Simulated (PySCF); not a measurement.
Relaxation of quartet RuO₃⁻

All numbers come from PySCF, UB3LYP, basis Ru def2-SVPD with ECP28, O def2-SVPD (scalar-relativistic core potentials, no spin–orbit coupling, density fitting). A (50,194) grid was used.

A hand-made trigonal pyramidal start, of C3v symmetry, held to at least that symmetry:

Coordinates in bohr (charge -1 multiplicity 4):
```
Ru    0.0000    0.0000   -0.4857
O     2.8532   -0.0001    1.0314
O    -1.4265    2.4710    1.0314
O    -1.4267   -2.4709    1.0314
```

What does it relax to?

It ends at D3h with Ru–O 1.751 Å (×3); O–Ru–O 120.0° (×3). A frequency run shows a minimum. Other isomers or separated fragments may lie lower.

How much energy is released, and in how many steps?

163.3 kJ/mol in 8 steps.

Open d and f shells are described by one determinant, and the ground state may have another occupation or spin.

The relaxation took of the order of 70 core-seconds on a shared host.
